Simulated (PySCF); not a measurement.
**Spinor energies of Zn (zinc, neutral)**

Start: [Ar] 3d9 4s2 5s1; 3d3/2 filled at m_j = -3/2, -1/2, +1/2, +3/2; 3d5/2 filled at m_j = -3/2, -1/2, +1/2, +3/2, +5/2; 5s1/2 filled at m_j = +1/2. Calculated with PySCF 2.14 in x2c-SVPall-2c with one added diffuse shell each of s, d type (6s5p4d1f, 48 functions): generalised Hartree-Fock with the X2C-1e Hamiltonian and a Gaussian nucleus; one run each with spin-orbit coupling (SO) switched off, then screened by Boettger's factors. This is a chosen level, not necessarily the ground level.

```csv
spinor shell,electrons,"ε, spin-free (eV)","ε, screened SO (eV)",weight of nominal j (screened SO),"rms radius, screened SO (bohr)"
1s1/2,2,-9742.6,-9742.5,1.000,0.0581
2s1/2,2,-1249.3,-1249.2,1.000,0.244
2p1/2,2,-1081.0,-1097.8,0.999,0.217
2p3/2,4,-1081.0,-1072.9,1.000,0.220
3s1/2,2,-172.22,-172.21,1.000,0.730
3p1/2,2,-119.45,-122.90,0.953,0.769
3p3/2,4,-119.45,-117.74,0.976,0.776
3d3/2,4,-35.184,-35.896,0.825,0.926
3d5/2,5,-35.184,-34.624,0.860,0.936
4s1/2,2,-14.557,-14.556,1.000,2.59
5s1/2,1,-2.672,-2.672,1.000,7.94
```

```tsv
quantity	spin-free	screened SO
E (hartree)	-1793.49441	-1793.53927
M_J	3	3
⟨J²⟩	12.005	12.005
⟨L²⟩	6.004	6.005
⟨S²⟩	2.001	2.002
```

Each row is a mean over spinors that exchange with the open shell spreads, by up to 7.923 eV (3p3/2).

Rows whose weight is well below 1 are mixtures of j = l ± 1/2: exchange outweighs spin-orbit coupling there, and the label is only the starting occupation.

Without spin-orbit coupling the j labels of p, d and f shells carry no meaning; the spin-free column gives the mean over the occupied spinors of each nl shell.
